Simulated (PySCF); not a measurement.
# Two-dimensional NMR puzzle

Compound of formula C8H7ClSi. Correlations simulated from computed shifts and the bond graph:

HSQC (one-bond C–H):
```
  δH     δC
8.14  158.0
7.68  137.6
7.59  136.9
7.41  133.6
6.48  134.5
```

COSY cross peaks (H two or three bonds apart, from the bond graph; peaks can be absent where the dihedral angle is near 90°):
```
  δH    δH
8.14  6.48
7.68  7.41
7.59  7.41
6.48  4.93
```

HMBC (two and three bonds, from the bond graph):
```
  δH                                 δC
8.14         152.3, 142.5, 141.7, 134.5
7.68         152.3, 142.5, 136.9, 133.6
7.59         152.3, 141.7, 137.6, 133.6
7.41         142.5, 141.7, 137.6, 136.9
6.48                158.0, 152.3, 142.5
4.93  158.0, 152.3, 142.5, 137.6, 134.5
```

Carbons without hydrogens: δ 152.3, 142.5, 141.7.

[PySCF 2.14: NMR shieldings at PBE0/pcSseg-1/GIAO; GFN2-xTB geometry; relativity neglected; in vacuum; one averaged value for each set of equivalent atoms; a single conformation]

δ = σ(ref) − σ, references computed at the same level: TMS for $^{1}$H, $^{13}$C.

Exchangeable hydrogens are left out of these lists.

**Question.** Assemble the structure.

**Answer.** SMILES Clc1cccc2c1C=C[SiH2]2.

Structure with atom numbers: `[Cl:1][c:2]1[cH:3][cH:4][cH:5][c:6]2[c:7]1[CH:8]=[CH:9][SiH2:10]2`; H(Xn) means a hydrogen on atom n.

δC 158.0 is C8, an alkene CH (δH 8.14). δC 152.3 is C7, a substituted aromatic carbon. δC 142.5 is C6, a substituted aromatic carbon. δC 141.7 is C2, an aromatic carbon bearing chlorine. δC 137.6 is C5, an aromatic CH (δH 7.68). δC 136.9 is C3, an aromatic CH (δH 7.59). δC 134.5 is C9, an alkene CH (δH 6.48). δC 133.6 is C4, an aromatic CH (δH 7.41). HMBC from δH 8.14 reaches the proton-free carbons C7, C6, C2. HMBC from δH 7.68 reaches the proton-free carbons C7, C6. HMBC from δH 7.59 reaches the proton-free carbons C7, C2. HMBC from δH 7.41 reaches the proton-free carbons C6, C2. COSY links 8.14–6.48, 7.68–7.41, 7.59–7.41, 6.48–4.93.

The data come from this structure; uniqueness wasn't tested.

Carbons that carry Cl, above all several Cl atoms, come out too deshielded, partly because spin–orbit coupling is missing. Shifts are as computed. Against solution values, carbons near 30 ppm lie about +3 ppm off and those near 130 ppm about +5 ppm; carbons on Cl a further +6 ppm. Of 1211 compounds with measured shifts, 218 miss one by over three times the rms of a fit or turn the order of signals round; such compounds aren't used in these exercises.
